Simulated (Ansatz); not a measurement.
Born–Oppenheimer molecular dynamics of GaH₃O (5 atoms, charge 0, multiplicity 1). It starts from a relaxed structure.

Level of theory: RKS PBE-D4/def2-SVP in Ansatz.

* ensemble: NVE (velocity Verlet)
* time step: 1 fs
* steps asked: 100
* starting velocities drawn for: 1500 K
* seed: 59474

First frame:

```xyz
5
Properties=species:S:1:pos:R:3
Ga -0.098 -0.068 -0.035
H 0.176 -0.124 1.518
O 1.280 -0.405 -1.154
H 2.110 -0.600 -0.682
H -1.427 0.246 -0.806
```

Problem. What does the run give?

Solution. The run went to its last step.

| Quantity | Value |
| --- | --- |
| steps done | 100 |
| time covered | 100 fs |
| mean temperature over the second half | 710 K |
| spread of the potential energy over the second half | 21.0 meV per atom |
| mean potential energy of the second half above the start | 63.7 meV per atom |

The conserved energy wandered by up to 5.2 meV per atom (net 4.5 meV per atom), which is poor conservation. Over the second half the temperature averaged 0.47 of the 1500 K drawn at the start: a run that starts near a minimum puts about half its kinetic energy into the potential. A run of 0.1 ps of so small a system gives no equilibrium averages.

Problem. What happens to the structure?

Solution. The same pairs are bonded in the first frame and the last. Pairs count as bonded within 1.25 times the sum of covalent radii (0.12 Å more for H–H). The details hang on the random start.

Problem. How do temperature and energy run in time?

Solution. 
```
time (fs)  T (K)  potential energy less start (eV)  conserved less start (meV/atom)
      0.0   1500                             0.000                             0.00
      5.0    943                             0.230                             2.75
     10.0    586                             0.365                             2.06
     15.0    203                             0.522                             3.74
     20.0    233                             0.517                             5.21
     25.0    663                             0.341                             3.36
     30.0    905                             0.237                             1.26
     35.0   1214                             0.119                             1.59
     40.0   1013                             0.194                             1.09
     45.0    927                             0.223                             0.06
     50.0    442                             0.426                             3.12
     55.0    363                             0.460                             3.80
     60.0    609                             0.363                             3.59
     65.0    722                             0.321                             3.93
     70.0    949                             0.228                             2.92
     75.0   1105                             0.155                             0.36
     80.0    918                             0.231                             1.10
     85.0    549                             0.377                             1.57
     90.0    446                             0.412                             0.69
     95.0    702                             0.325                             3.07
    100.0    922                             0.247                             4.48
```

The run took 80 s on 1 thread of Arm Neoverse V2 (shared host), peak memory 0.098 GiB.
